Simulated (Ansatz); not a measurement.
Reaction R1 → P1 + P2 + P3, each structure at its B3LYP-D3(BJ)/def2-TZVP stationary point, reached from a drawn start (curvature not checked).
P1: H atom, charge 0, multiplicity 2.
P2: H2 (SMILES [H][H]), charge 0, multiplicity 1.
P3: N atom, charge 0, multiplicity 4.
R1: NH3 (SMILES N), charge 0, multiplicity 1.

P less R. No zero-point or thermal terms; singlets are restricted closed shells; open shells are unrestricted.

Frozen-core correlation throughout.

Run with Ansatz (Gaussian basis) for Hartree–Fock, density functionals and correlated methods. All values are computed, each at the level named.

PBE/def2-TZVPP gives 8.510 eV for the reaction energy.

Question: Where do these levels fall relative to PBE: r2SCAN/def2-TZVPP, B3LYP/def2-TZVPP, wB97M-V/def2-TZVPP, B2PLYP/def2-TZVPP, MP2/cc-pVQZ, CCSD(T)/cc-pVQZ.

Answer: r2SCAN/def2-TZVPP -0.447; B3LYP/def2-TZVPP -0.279; wB97M-V/def2-TZVPP -0.256; B2PLYP/def2-TZVPP -0.382; MP2/cc-pVQZ -0.334; CCSD(T)/cc-pVQZ -0.499 eV. 0 of 6 lie above PBE; the widest gap is to CCSD(T)/cc-pVQZ.

Ansatz is a first-principles code.
